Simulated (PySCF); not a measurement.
A calculated (BP86, PySCF 2.14, aug-cc-pVDZ, the non-relativistic Hamiltonian (point nucleus)) atom or ion has these occupied shells.

```json
{"shell": "1s α", "electrons": "1", "orbital energy (eV)": "-8165.3", "rms radius, mean of both spins (bohr)": "0.0634"}
{"shell": "1s β", "electrons": "1", "orbital energy (eV)": "-8165.3", "rms radius, mean of both spins (bohr)": "0.0634"}
{"shell": "2s α", "electrons": "1", "orbital energy (eV)": "-1004.3", "rms radius, mean of both spins (bohr)": "0.269"}
{"shell": "2s β", "electrons": "1", "orbital energy (eV)": "-1002.4", "rms radius, mean of both spins (bohr)": "0.269"}
{"shell": "2p α", "electrons": "3", "orbital energy (eV)": "-881.76", "rms radius, mean of both spins (bohr)": "0.240"}
{"shell": "2p β", "electrons": "3", "orbital energy (eV)": "-880.31", "rms radius, mean of both spins (bohr)": "0.240"}
{"shell": "3s α", "electrons": "1", "orbital energy (eV)": "-149.10", "rms radius, mean of both spins (bohr)": "0.801"}
{"shell": "3s β", "electrons": "1", "orbital energy (eV)": "-145.34", "rms radius, mean of both spins (bohr)": "0.801"}
{"shell": "3p α", "electrons": "3", "orbital energy (eV)": "-111.56", "rms radius, mean of both spins (bohr)": "0.839"}
{"shell": "3p β", "electrons": "3", "orbital energy (eV)": "-107.86", "rms radius, mean of both spins (bohr)": "0.839"}
{"shell": "3d α", "electrons": "5", "orbital energy (eV)": "-48.922", "rms radius, mean of both spins (bohr)": "1.00"}
{"shell": "3d β", "electrons": "2", "orbital energy (eV)": "-46.308", "rms radius, mean of both spins (bohr)": "1.00"}
```

Name the element and its charge.

Ni³⁺ (nickel, charge +3), in [Ar] 3d7, high-spin 4F determinant.
